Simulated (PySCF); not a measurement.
Compound: C3H6F2Si.
Cartesian coordinates in Å at the GFN2-xTB level; atoms count from 1:
```xyz
12
C3H6F2Si angstrom
F      1.6853   -0.5899   -1.3407
C      1.0463   -0.5603   -0.1094
C     -0.4259   -0.9843   -0.2428
C     -1.1207    0.3752   -0.0480
F     -2.0783    0.3298    0.9522
Si     0.5499    1.2346    0.4275
H      1.6450   -1.2028    0.5403
H     -0.6337   -1.4490   -1.2053
H     -0.7143   -1.6721    0.5500
H     -1.6476    0.7288   -0.9380
H      1.0015    2.2927   -0.4653
H      0.6936    1.4965    1.8535
```

A PySCF run (density fitting, gas phase, GFN2-xTB geometry) gave HOMO -9.64 eV, LUMO 1.84 eV, dipole 0.65 D.

Problem. Which of these levels was it?
A. OLYP/pcSseg-1
B. wB97X-D/6-31G
C. PBE0/pcSseg-1
D. wB97X/def2-SVPD

Solution. B. It is wB97X-D/6-31G. All candidates on this geometry:

| level and settings | kind | basis functions | SCF cycles | E (Eh) | HOMO (eV) | LUMO (eV) | dipole (D) |
| --- | --- | --- | --- | --- | --- | --- | --- |
| OLYP/pcSseg-1, grid level 4 | GGA | 139 | 14 | -606.9117 | -6.26 | -0.88 | 0.55 |
| PBE0/pcSseg-1, fitting basis def2-qzvpp-jkfit | global hybrid | 139 | 9 | -606.5622 | -7.87 | -0.22 | 0.67 |
| wB97X-D/6-31G | range-separated hybrid | 70 | 12 | -606.8287 | -9.64 | 1.84 | 0.65 |
| wB97X/def2-SVPD | range-separated hybrid | 178 | 12 | -606.6738 | -10.35 | 1.62 | 0.68 |

The nearest other candidate, by the summed differences of HOMO and LUMO, is wB97X/def2-SVPD: its HOMO differs by -0.71 eV and its LUMO by -0.22 eV. wB97X-D ran without the empirical dispersion term, which would shift the total energy alone. Cycle counts include a coarse-grid stage where the run had one.
